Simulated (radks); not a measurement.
Se III, 32 electrons, occupied as [Ar] 3d10 4s2 4p1.75 4d0.25 (fractional occupations, a model configuration).

Method: Dirac Kohn-Sham, exchange-only B88, spin-unpolarised, spherical densities, finite nucleus; open shells fill j = l - 1/2 first; Fermi nuclear charge, rms radius 4.14 fm; computed with a radial shooting solver on a logarithmic mesh with Libxc functionals.

Energy parts (eV):
part                   energy
total              -66060.855
kinetic             67686.167
electron-nucleus  -158843.281
Hartree             27438.363
exchange            -2342.105

Orbitals (lengths in bohr, moments of r in powers of bohr; <r^-3> diverges for s and p1/2; r(max) is where P^2 peaks):
orbital  occ.  eigenvalue (eV)   r(max)     <r^2>  <r^-3>
1s1/2       2        -12526.68  0.02879  0.002616       -
2s1/2       2        -1629.222   0.1646   0.04522       -
2p1/2       2        -1464.217   0.1295   0.03485       -
2p3/2       4        -1422.417   0.1327   0.03631    1178
3s1/2       2        -235.4650   0.5022    0.3795       -
3p1/2       2        -179.0406   0.4944    0.3981       -
3p3/2       4        -173.1542   0.5030    0.4125   167.4
3d3/2       4         -75.8298   0.4505    0.4901   20.47
3d5/2       6         -74.9314   0.4532    0.4968   19.83
4s1/2       2         -37.2353    1.468     3.245       -
4p1/2    1.75         -25.3957    1.671     4.449       -
4p3/2       0         -24.8759    1.698     4.589   14.88
4d3/2    0.25         -10.5062    2.637     12.15  0.7962
4d5/2       0         -10.4722    2.648     12.24  0.7772
5s1/2       0         -11.3073    3.864     19.84       -
5p1/2       0          -8.5540    4.638     28.39       -
5p3/2       0          -8.4568    4.694     29.01   2.798

The highest occupied level is 4d3/2 at -10.506 eV. The configuration is held as typed, so some empty levels lie below it. The density falls to 0.001 e/bohr^3 at r = 3.70 bohr. Summed over all electrons, <r^2> = 25.77 bohr^2, which gives a Langevin (diamagnetic) susceptibility term of -20.4 x 10^-6 cm^3/mol.
